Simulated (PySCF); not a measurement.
Vertical excitations of a molecule C4H14OSi2 from TDA-ωB97X/def2-SVP (PySCF), as energy in eV (oscillator strength): 8.51 (0.026), 8.64 (0.000), 8.87 (0.104), 9.28 (0.054), 9.35 (0.000), 9.42 (0.013), 9.48 (0.000), 9.68 (0.114), 9.82 (0.000), 9.82 (0.067). Lowest triplet (TDA): 8.13 eV. Geometry optimised at B3LYP-D3(BJ)/def2-SVP. One conformer was computed; it need not be the lowest.

Task: Which structure fits?
A) C[Si](C)(C)OC[SiH3]
B) CC[C@H]([SiH3])[C@H](O)[SiH3]
C) CO[C@](C)([SiH3])[SiH2]C
D) C[SiH](C)O[SiH](C)C

Result: D, C[SiH](C)O[SiH](C)C
